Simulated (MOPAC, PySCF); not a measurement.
H9GaSi3, SMILES `[SiH3][Ga]([SiH3])[SiH3]`, neutral singlet in the gas phase. 

Z-matrix (Å, degrees):
```
Ga
Si 1 2.4257
H 2 1.4981 1 113.62
H 2 1.4990 3 108.23 1 -125.60
H 2 1.5025 3 107.49 4 -115.58
Si 1 2.4265 2 121.89 3 20.93
H 6 1.4978 1 113.96 2 10.95
H 6 1.4993 7 108.15 1 -124.53
H 6 1.5020 7 107.63 8 -115.57
Si 1 2.4276 2 119.13 3 -157.65
H 10 1.4983 1 113.29 2 -151.89
H 10 1.4984 11 108.15 1 -125.88
H 10 1.5024 11 107.43 12 -115.57
```
Charge 0, spin multiplicity 1.

All levels are single points at this geometry (PBE-D3(BJ)/def2-TZVP); Pople sets use spherical d functions. Orbital energies aren't observables, and empty levels follow the basis.

PBE-D3(BJ)/def2-TZVP in PySCF gives HOMO (eV) = -6.30.

### Question
Estimate the HOMO (eV) from each of these levels: B3LYP/3-21G in PySCF; B3LYP/6-311+G** (LANL2DZ on Ga) in PySCF; B3LYP/6-31G* in PySCF; PBE/6-31G* in PySCF; SVWN5/6-31G* in PySCF; HF/3-21G in PySCF; AM1 in MOPAC; PM6 in MOPAC.

### Answer

```csv
level,HOMO (eV)
B3LYP/3-21G in PySCF,-7.11
B3LYP/6-311+G** (LANL2DZ on Ga) in PySCF,-7.18
B3LYP/6-31G* in PySCF,-6.97
PBE/6-31G* in PySCF,-6.19
SVWN5/6-31G* in PySCF,-6.25
HF/3-21G in PySCF,-9.62
AM1 in MOPAC,-9.00
PM6 in MOPAC,-9.20
```
